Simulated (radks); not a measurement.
Task: Valence configurations of Dy II (all share [Xe]). All-electron calculation, Dirac Kohn-Sham, PBE, spin-unpolarised, spherical densities, point nucleus; open shells fill j = l - 1/2 first. Program: a radial shooting solver on a logarithmic mesh with Libxc functionals. Order these by energy: 4f10 5d0.5 6s0.5; 4f9 5d1 6s1; 4f8 5d3; 4f10 6p1; 4f9.5 5d1 6s0.5; 4f8 5d2.5 6s0.5; 4f9 6s2; 4f10 5d1; 4f9.5 6s1.5; 4f10 6s1.

Result: From the lowest, in eV above it: 4f10 6s1 0.000; 4f9.5 6s1.5 0.857; 4f10 5d0.5 6s0.5 0.960; 4f10 5d1 2.009; 4f9.5 5d1 6s0.5 2.326; 4f10 6p1 3.169; 4f9 6s2 3.398; 4f9 5d1 6s1 4.202; 4f8 5d2.5 6s0.5 13.593; 4f8 5d3 13.952. NIST lists [Xe] 4f10 6s1 as the ground configuration; this level of theory agrees among the configurations tried. The energies are those of spherical spin-averaged densities, not of single terms.
